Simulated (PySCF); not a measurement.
SMILES F[Si]([SiH3])([SiH3])[SiH3] (H9FSi4) (CAM-B3LYP/def2-SVP optimised geometry):

```
14

F      0.817     1.506    -1.361
Si     0.273     0.765     0.000
Si     1.079     1.973     1.848
Si    -2.077     0.783    -0.063
Si     1.102    -1.434     0.000
H      2.568     1.989     1.858
H      0.595     1.311     3.094
H      0.576     3.374     1.821
H     -2.576     0.055    -1.263
H     -2.590     0.105     1.161
H     -2.591     2.181    -0.092
H      0.615    -2.181    -1.193
H      2.591    -1.434     0.000
H      0.619    -2.123     1.231
```

Calculation: CAM-B3LYP/def2-TZVP (PySCF).

### Question
What are the frontier orbital energies and the dipole moment?

### Answer
HOMO-2 -11.32 eV, HOMO-1 -9.16 eV, HOMO -9.16 eV, LUMO -0.14 eV, LUMO+1 0.61 eV; dipole moment 1.21 D.

On the same geometry PBE/def2-TZVP (PySCF 2.14.0) gives HOMO-2 -8.55 eV, HOMO-1 -6.82 eV, HOMO -6.82 eV, LUMO -2.11 eV, LUMO+1 -1.24 eV; dipole moment 1.09 D.

Meta-Löwdin charges at CAM-B3LYP/def2-TZVP: F1 -0.52, Si2 0.53, Si3 0.23, Si4 0.23, Si5 0.23, H6 -0.08, H7 -0.08, H8 -0.08, H9 -0.08, H10 -0.08, H11 -0.08, H12 -0.08, H13 -0.08, H14 -0.08.
